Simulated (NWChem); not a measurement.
Species: C3H5BFN; SMILES C#CB(F)NC

```xyz
11

C      1.0503     2.2357    -0.0001
C      0.3124     1.2687     0.0002
B     -0.6209     0.0417    -0.0001
F     -1.9491     0.2301    -0.0004
N     -0.1368    -1.2665    -0.0003
C      1.2363    -1.6991     0.0008
H      1.6943     3.0969    -0.0005
H     -0.8273    -2.0101    -0.0007
H      1.4773    -2.3016     0.8931
H      1.4776    -2.3050    -0.8891
H      1.8966    -0.8214    -0.0007
```
Atoms are numbered in this order, from 1.

Computed with NWChem. Pople sets run with spherical d functions. STO-3G and 3-21G are far too small for this property and stand as cheap habits. Geometry: optimised at PBE0/def2-SVP. Field at 589 nm.

Among these, which level gives the highest value of “anisotropy (bohr³)”?
A) B3LYP/def2-SVP
B) B3LYP/STO-3G
C) B3LYP/6-31G*

C, B3LYP/6-31G*. Values: B3LYP/STO-3G 30.5; B3LYP/def2-SVP 35.7; B3LYP/6-31G* 37.0
